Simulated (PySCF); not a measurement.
# Pb²⁺ (lead, charge +2): UHF calculation

Configuration: [Xe] 4f14 5d10 6s2, closed-shell 1S. All numbers are calculated (PySCF 2.14, a scalar-relativistic core potential, in aug-cc-pVDZ-PP with ECP60MDF).

```
Total energy             : -191.107122 hartree
One-electron energy      : -322.7547 hartree
Hartree (Coulomb) energy : 146.2599 hartree
Exchange energy          : -14.6124 hartree
⟨S²⟩                     : 0.0000
⟨L²⟩                     : 0.000
Sum of ⟨r⟩               : 25.29 bohr
Sum of ⟨r²⟩              : 38.82 bohr²
Time after the integrals : 0.07 s of wall time on 1 thread of Neoverse-V1 (shared host)
```

```
shell  electrons  mean orbital energy (eV)  rms radius, mean of both spins (bohr)
   5s          2                   -184.67                                  0.925
   5p          6                   -121.61                                   1.05
   5d         10                   -45.878                                   1.38
   6s          2                   -30.093                                   2.38
```

Energies and moments cover only the electrons outside the core potential. Spin-orbit coupling, which splits the p, d and f shells strongly at this Z, is absent.
